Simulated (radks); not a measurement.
Values are calculated unless marked as measured or tabulated.
Polarisability of the krypton ion Kr+, [Ar] 3d10 4s2 4p5, at imaginary frequency. Code: a radial shooting solver on a logarithmic mesh with Libxc functionals. Model: non-relativistic Kohn-Sham, PBE, spin-polarised, spherical densities, point nucleus; open shells are filled with parallel spins first. Response by self-consistent Sternheimer equations with the Hartree and adiabatic LDA kernel.

w (hartree)  alpha1(iw) (bohr^3)
0.00266                    11.04
0.0143                     11.04
0.0360                     11.01
0.0697                     10.93
0.118                      10.73
0.186                      10.31
0.280                      9.519
0.413                      8.247
0.605                      6.502
0.892                      4.532
1.35                       2.740
2.12                       1.430
3.59                      0.6485
6.94                      0.2484
17.5                     0.06143

Static values: alpha1 = 11.04 bohr^3 (1.636 angstrom^3; uncoupled 17.32). C6 = 68.35, triple-dipole C9 = 548.9 atomic units. One-pole (London) frequency 4 C6 / (3 alpha1^2) = 0.748 hartree, against 0.701 for minus the highest occupied eigenvalue.
